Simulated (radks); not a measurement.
Values are calculated unless marked as measured or tabulated.
Task: These are the eigenvalues of the occupied orbitals of an atom or ion with whole-number occupations (hartree). Code: a radial shooting solver on a logarithmic mesh with Libxc functionals. Model: scalar-relativistic Kohn-Sham, LDA (Slater exchange, VWN5 correlation), spin-polarised, spherical densities, finite nucleus; Fermi nuclear charge, rms radius of each element as measured or else 0.836 A^(1/3) + 0.57 fm.

orbital  eigenvalue
1s up     -20.36850
1s down   -20.29368
2s up      -2.19458
2s down    -2.03013
2p up      -1.65928

Which element is it, and in what charge state? The configuration may be excited. Open shells, if any, are filled with parallel spins first.

Result: Z = 8, oxygen, charge +2: O2+ in [He] 2s2 2p2. The list shows which subshells hold electrons but not how many an open one holds; the 1s level, -20.368 hartree, gives Z - s = 6.4 by -(Z - s)^2/2, which with screening and relativity narrows Z to a few neighbours, and the depths of the outer levels then fix element, charge and occupations together.
